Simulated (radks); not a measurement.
Ionisation ladder of lead, from Pb XXIII to Pb XLIV. Each ion is in the ground configuration listed by NIST, and IE = E(next ion) - E(this ion). All-electron calculation, scalar-relativistic Kohn-Sham, PBE, spin-unpolarised, spherical densities, point nucleus. Program: a radial shooting solver on a logarithmic mesh with Libxc functionals.

[
 {"species": "Pb XXIII", "configuration": "[Kr] 4d10 4f13 5s1", "E (hartree)": "-20687.0478", "IE, Delta-SCF (eV)": "637.92", "IE, NIST (eV)": "650", "kind": "theory", "error (eV)": "-12.1"},
 {"species": "Pb XXIV", "configuration": "[Kr] 4d10 4f13", "E (hartree)": "-20663.6048", "IE, Delta-SCF (eV)": "725.67", "IE, NIST (eV)": "690", "kind": "theory", "error (eV)": "+35.7"},
 {"species": "Pb XXV", "configuration": "[Kr] 4d10 4f12", "E (hartree)": "-20636.9370", "IE, Delta-SCF (eV)": "775.80", "IE, NIST (eV)": "750", "kind": "theory", "error (eV)": "+25.8"},
 {"species": "Pb XXVI", "configuration": "[Kr] 4d10 4f11", "E (hartree)": "-20608.4270", "IE, Delta-SCF (eV)": "827.11", "IE, NIST (eV)": "810", "kind": "theory", "error (eV)": "+17.1"},
 {"species": "Pb XXVII", "configuration": "[Kr] 4d10 4f10", "E (hartree)": "-20578.0312", "IE, Delta-SCF (eV)": "879.60", "IE, NIST (eV)": "870", "kind": "theory", "error (eV)": "+9.6"},
 {"species": "Pb XXVIII", "configuration": "[Kr] 4d10 4f9", "E (hartree)": "-20545.7065", "IE, Delta-SCF (eV)": "933.24", "IE, NIST (eV)": "930", "kind": "theory", "error (eV)": "+3.2"},
 {"species": "Pb XXIX", "configuration": "[Kr] 4d10 4f8", "E (hartree)": "-20511.4108", "IE, Delta-SCF (eV)": "988.01", "IE, NIST (eV)": "990", "kind": "theory", "error (eV)": "-2.0"},
 {"species": "Pb XXX", "configuration": "[Kr] 4d10 4f7", "E (hartree)": "-20475.1022", "IE, Delta-SCF (eV)": "1043.9", "IE, NIST (eV)": "1050", "kind": "theory", "error (eV)": "-6.1"},
 {"species": "Pb XXXI", "configuration": "[Kr] 4d10 4f6", "E (hartree)": "-20436.7398", "IE, Delta-SCF (eV)": "1100.9", "IE, NIST (eV)": "1120", "kind": "theory", "error (eV)": "-19.1"},
 {"species": "Pb XXXII", "configuration": "[Kr] 4d10 4f5", "E (hartree)": "-20396.2830", "IE, Delta-SCF (eV)": "1159.0", "IE, NIST (eV)": "1180", "kind": "theory", "error (eV)": "-21.0"},
 {"species": "Pb XXXIII", "configuration": "[Kr] 4d10 4f4", "E (hartree)": "-20353.6919", "IE, Delta-SCF (eV)": "1218.1", "IE, NIST (eV)": "1240", "kind": "theory", "error (eV)": "-21.9"},
 {"species": "Pb XXXIV", "configuration": "[Kr] 4d10 4f3", "E (hartree)": "-20308.9268", "IE, Delta-SCF (eV)": "1278.3", "IE, NIST (eV)": "1300", "kind": "theory", "error (eV)": "-21.7"},
 {"species": "Pb XXXV", "configuration": "[Kr] 4d10 4f2", "E (hartree)": "-20261.9488", "IE, Delta-SCF (eV)": "1339.6", "IE, NIST (eV)": "1360", "kind": "theory", "error (eV)": "-20.4"},
 {"species": "Pb XXXVI", "configuration": "[Kr] 4d10 4f1", "E (hartree)": "-20212.7193", "IE, Delta-SCF (eV)": "1401.9", "IE, NIST (eV)": "1430", "kind": "theory", "error (eV)": "-28.1"},
 {"species": "Pb XXXVII", "configuration": "[Kr] 4d10", "E (hartree)": "-20161.2004", "IE, Delta-SCF (eV)": "1717.3", "IE, NIST (eV)": "1704", "kind": "theory", "error (eV)": "+13.3"},
 {"species": "Pb XXXVIII", "configuration": "[Kr] 4d9", "E (hartree)": "-20098.0922", "IE, Delta-SCF (eV)": "1777.2", "IE, NIST (eV)": "1760", "kind": "theory", "error (eV)": "+17.2"},
 {"species": "Pb XXXIX", "configuration": "[Kr] 4d8", "E (hartree)": "-20032.7826", "IE, Delta-SCF (eV)": "1837.7", "IE, NIST (eV)": "1819", "kind": "theory", "error (eV)": "+18.7"},
 {"species": "Pb XL", "configuration": "[Kr] 4d7", "E (hartree)": "-19965.2498", "IE, Delta-SCF (eV)": "1898.7", "IE, NIST (eV)": "1884", "kind": "theory", "error (eV)": "+14.7"},
 {"species": "Pb XLI", "configuration": "[Kr] 4d6", "E (hartree)": "-19895.4725", "IE, Delta-SCF (eV)": "1960.4", "IE, NIST (eV)": "1945", "kind": "theory", "error (eV)": "+15.4"},
 {"species": "Pb XLII", "configuration": "[Kr] 4d5", "E (hartree)": "-19823.4293", "IE, Delta-SCF (eV)": "2022.6", "IE, NIST (eV)": "2004", "kind": "theory", "error (eV)": "+18.6"},
 {"species": "Pb XLIII", "configuration": "[Kr] 4d4", "E (hartree)": "-19749.0993", "IE, Delta-SCF (eV)": "2085.4", "IE, NIST (eV)": "2101", "kind": "theory", "error (eV)": "-15.6"},
 {"species": "Pb XLIV", "configuration": "[Kr] 4d3", "E (hartree)": "-19672.4622", "IE, Delta-SCF (eV)": "2148.7", "IE, NIST (eV)": "2163", "kind": "theory", "error (eV)": "-14.3"}
]

Reference values: NIST Atomic Spectra Database (exp. = measured, semi-emp. = semi-empirical, theory = theoretical value adopted there). The ionisation energy per charge of the ion left behind rises most, in proportion, at Pb XXXVII ([Kr] 4d10), from 38.942 to 46.412 eV. Spin polarisation and multiplet splitting are left out, so open shells lie too high by an amount that depends on their filling. Spin-orbit splitting is averaged out at the scalar-relativistic level.

Beside tabulated values, note that spin-unpolarised runs miss the spin-polarisation part of the exchange energy of open shells, and scalar-relativistic runs lack spin-orbit coupling.
